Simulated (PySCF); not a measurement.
Species: C6H9FO2.
Bonds: C1–O2, O2–C3, C3–C4, C4–O5 (double), C4–F6, C3–C7, C7–C8, C8–C9, C3–C9. Hydrogens: H10, H11, H12 on C1; H13, H14 on C7; H15, H16 on C8; H17, H18 on C9.

NICS is the negative of the GIAO shielding at a point without a nucleus: at the ring centre (0) and 1 Å above and below it (1); zz is the component along the ring normal. Level: GIAO PBE0/pcSseg-1 (PySCF, non-relativistic, gas phase) on the GFN2-xTB geometry, one conformer.

Ring bond lengths (Å), with Mayer bond orders in brackets: C3–C7 1.555 (0.97), C7–C8 1.536 (1.05), C8–C9 1.535 (1.05), C9–C3 1.551 (0.97).

Question: Give the NICS values of each ring in ppm.

Answer: 
| ring | type | NICS(0) | NICS(1), two faces | NICS(1)zz, two faces | rms pucker (Å) | centre to ring atoms, mean (Å) |
| --- | --- | --- | --- | --- | --- | --- |
| C3–C7–C8–C9 | 4-membered carbocycle; formal bonds all single | 0.4 | -0.7 / -0.1 | -2.0 / 4.2 | 0.06 | 1.09 |

Question: What do they say, and how far can they be read as aromaticity?

Answer: 
- C3–C7–C8–C9: mean NICS(1)zz 1.1 ppm, near zero. C3, C7, C8, C9 have four or more neighbours; no verdict on aromaticity is drawn. The two faces differ by 6.2 ppm, so no symmetry operation interchanges them.

Question: At the first NICS(1) probe listed for ring C3–C7–C8–C9, 1 Å off the ring, how large is the induced field along the normal in 9.4 T applied along it?

Answer: NICSzz × B0 = -2.0 ppm × 9.4 T = -19 μT, against the applied field.

Question: List the ring angles and the Hirshfeld charges of the ring atoms.

Answer: 
- C3–C7–C8–C9: C3 88.6° (+0.077 e), C7 89.9° (-0.080 e), C8 89.9° (-0.072 e), C9 90.1° (-0.070 e); sum 358.4° against 360° for a flat convex ring.

Question: What are the shieldings of the ring atoms and their hydrogens in the same run (means over atoms taken as equivalent)?

Answer: 
| atoms | environment | σ isotropic (ppm) | principal values of the symmetric part, first atom (ppm) |
| --- | --- | --- | --- |
| C3 | sp3 carbon bound to oxygen | 109.0 | 81.0, 98.1, 148.0 |
| C7 (×2) | four-membered-ring carbon | 154.9 | 138.6, 157.0, 176.8 |
| C8 | four-membered-ring carbon | 173.5 | 161.4, 176.4, 182.8 |
| H13 (×2) | methylene hydrogen | 29.25 | 25.2, 28.8, 33.9 |
| H14 (×2) | methylene hydrogen | 29.23 | 26.7, 27.1, 34.2 |
| H15 | methylene hydrogen | 29.74 | 25.7, 26.7, 36.8 |
| H16 | methylene hydrogen | 29.51 | 26.0, 27.7, 34.9 |

Conformer computed: `[CH3:1][O:2][C:3]1([C:4](=[O:5])[F:6])[CH2:7][CH2:8][CH2:9]1`: C1–O2–C3–C4 -66°, O2–C3–C4–O5 -4°.
